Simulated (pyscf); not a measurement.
# HC≡C–C(=O)–O⁻ (SMILES C#CC(=O)[O-]), singlet

Gas-phase minimum from PySCF at ωB97X-D3(BJ)/def2-SVPD, one conformer. 

SMILES: [O-]C(C#C)=O
```xyz
6

C      0.8085     0.6332     1.3513
C      0.3599     0.3010     0.2722
C     -0.2015    -0.1119    -1.0805
O     -1.4026     0.1741    -1.2543
O      0.6162    -0.6802    -1.8309
H      1.2054     0.9244     2.3049
```
Charge -1, spin multiplicity 1.

Bond lengths (Å): C1–C2 1.215, C1–H6 1.073, C2–C3 1.522, C3–O4 1.247, C3–O5 1.247. Angles (°): C2–C1–H6 179.9, C1–C2–C3 179.9, C2–C3–O4 114.7, C2–C3–O5 114.6, O4–C3–O5 130.7.

Properties at ωB97X-D3(BJ)/def2-SVPD:

| Property | Result |
|---|---|
| Harmonic wavenumbers, unscaled | 204, 271, 548, 587, 629, 672, 808, 855, 1382, 1754, 2199, 3473 cm⁻¹ |
| Zero-point energy | 19.1 kcal/mol |
| Rotational symmetry number | 2 |
| Entropy of this conformer at 298 K and 1 atm, rigid rotor and harmonic oscillator, modes under 100 cm⁻¹ raised to 100 | 285.2 J/(mol K) |
| Dipole moment | depends on origin |

Single-point totals, which compare only within one level (frozen core for MP2 and CC):

| level | total energy (hartree) |
|---|---|
| ωB97X-D3(BJ)/def2-TZVPD | -265.53303 |
| PBE/def2-TZVPD | -265.18121 |
| r²SCAN/def2-TZVPD | -265.33199 |
| B3LYP-D3(BJ)/def2-TZVPD | -265.48183 |
| PBE0-D3(BJ)/def2-TZVPD | -265.17224 |
| M06-2X/def2-TZVPD | -265.36788 |
| ωB97M-D3(BJ)/def2-TZVPD | -265.54583 |
| HF/def2-TZVPPD | -263.98924 |
| MP2/def2-TZVPPD | -264.92036 |
| CCSD/def2-TZVPPD | -264.91748 |
| CCSD(T)/def2-TZVPPD | -264.96596 |

The CCSD(T) − MP2 part came from Ansatz, without density fitting, on the same reference.
